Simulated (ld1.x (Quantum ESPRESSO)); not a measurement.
# Reading a pseudo-wave (boron (B))

Columns: radius, all-electron u(r) and pseudo u(r) of the 2s shell (level -9.69 eV) of boron in the configuration [He] 2s1.5 2p1.5; PBE, scalar-relativistic, TM semilocal scheme, ld1.x (Quantum ESPRESSO) 7.5.

```json
{"r (bohr)": "0.143", "all-electron": "0.3035", "pseudo": "-0.0601"}
{"r (bohr)": "0.285", "all-electron": "0.2347", "pseudo": "-0.1245"}
{"r (bohr)": "0.428", "all-electron": "0.0469", "pseudo": "-0.1986"}
{"r (bohr)": "0.570", "all-electron": "-0.1561", "pseudo": "-0.2851"}
{"r (bohr)": "0.713", "all-electron": "-0.3373", "pseudo": "-0.3852"}
{"r (bohr)": "0.855", "all-electron": "-0.4820", "pseudo": "-0.4908"}
{"r (bohr)": "0.998", "all-electron": "-0.5918", "pseudo": "-0.5897"}
{"r (bohr)": "1.140", "all-electron": "-0.6671", "pseudo": "-0.6657"}
{"r (bohr)": "1.283", "all-electron": "-0.7132", "pseudo": "-0.7131"}
{"r (bohr)": "1.425", "all-electron": "-0.7347", "pseudo": "-0.7347"}
{"r (bohr)": "1.568", "all-electron": "-0.7369", "pseudo": "-0.7369"}
{"r (bohr)": "1.710", "all-electron": "-0.7243", "pseudo": "-0.7243"}
{"r (bohr)": "1.853", "all-electron": "-0.7009", "pseudo": "-0.7009"}
{"r (bohr)": "1.995", "all-electron": "-0.6701", "pseudo": "-0.6701"}
{"r (bohr)": "2.138", "all-electron": "-0.6340", "pseudo": "-0.6340"}
{"r (bohr)": "2.280", "all-electron": "-0.5953", "pseudo": "-0.5953"}
{"r (bohr)": "2.423", "all-electron": "-0.5549", "pseudo": "-0.5549"}
{"r (bohr)": "2.565", "all-electron": "-0.5146", "pseudo": "-0.5146"}
{"r (bohr)": "2.708", "all-electron": "-0.4747", "pseudo": "-0.4747"}
{"r (bohr)": "2.850", "all-electron": "-0.4364", "pseudo": "-0.4364"}
{"r (bohr)": "2.992", "all-electron": "-0.3998", "pseudo": "-0.3998"}
{"r (bohr)": "3.135", "all-electron": "-0.3650", "pseudo": "-0.3650"}
{"r (bohr)": "3.278", "all-electron": "-0.3324", "pseudo": "-0.3324"}
{"r (bohr)": "3.420", "all-electron": "-0.3022", "pseudo": "-0.3022"}
{"r (bohr)": "3.563", "all-electron": "-0.2740", "pseudo": "-0.2740"}
{"r (bohr)": "3.705", "all-electron": "-0.2483", "pseudo": "-0.2483"}
```

Question: How many radial nodes do the two functions have?

Answer: The all-electron 2s function has n − l − 1 = 1; the pseudo-wave has 0, since the states of the same l below it are removed with the core.

Question: At about which radius was the pseudo-wave matched?

Answer: 1.45 bohr. The columns agree to 0.0005 from 1.28 bohr on; several derivatives are matched, so the curves merge somewhat inside the radius.

Question: Is the pseudo-wave norm-conserving?

Answer: Yes: the TM semilocal scheme keeps the norm inside the radius equal to the all-electron one, which fixes the energy derivative of the logarithmic derivative at the level.
